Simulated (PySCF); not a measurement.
B(Cl)(GeH3)2 (BClGe2H6), SMILES Cl[B]([GeH3])[GeH3]. Atoms are numbered in the order given.

```xyz
10

B     -0.3923    -0.2244     0.0005
Cl    -1.9218    -1.0895    -0.0061
Ge    -0.2459     1.5379    -1.0916
H      0.1970     1.1782    -2.5306
H     -1.5890     2.2929    -1.1851
H      0.8238     2.4874    -0.5085
Ge     1.1945    -1.0003     1.0948
H      1.2095    -0.3072     2.4790
H      1.0835    -2.5223     1.3246
H      2.5497    -0.6916     0.4201
```
Charge 0, spin multiplicity 1.

Geometry optimised at B3LYP-D3(BJ)/def2-SVP. The structure was generated by enumeration, and PubChem lists no compound with its InChIKey, so it may never have been made.

Method: B3LYP-D3(BJ)/def2-SVP run with PySCF.

Frequencies are harmonic and unscaled.

A small imaginary wavenumber (i) marks a very flat motion, where grid noise or a shallow saddle decides the sign.

Computed vibrational spectrum:
```
mode  ν (cm⁻¹)  IR (km/mol)  moving atoms (share of kinetic energy)
----  --------  -----------  --------------------------------------
1           2i          0.0                                  H 94 %
2           51          0.1                                  H 89 %
3           98          0.4                Ge 55 %, H 23 %, Cl 17 %
4          147          2.5                        Cl 56 %, Ge 35 %
5          224          9.1                          B 50 %, H 45 %
6          266          0.3                        Ge 50 %, Cl 39 %
7          410          1.0                                  H 95 %
8          456          4.0                          H 87 %, Ge 8 %
9          516         50.8                          H 84 %, Cl 9 %
10         572         40.6                          H 52 %, B 42 %
11         768          7.4                                  B 86 %
12         797        297.3                                  H 97 %
13         821         74.0                                  H 95 %
14         871          4.1                          H 79 %, B 16 %
15         880         15.9                                  H 97 %
16         884          4.0                                  H 99 %
17         891         51.7                                  H 98 %
18         923        114.6                 B 65 %, H 24 %, Cl 10 %
19        2098        127.1                                  H 99 %
20        2098         18.4                                  H 99 %
21        2114        116.0                                  H 99 %
22        2117         80.3                                  H 99 %
23        2121        131.9                                  H 98 %
24        2125        125.2                                  H 98 %
```
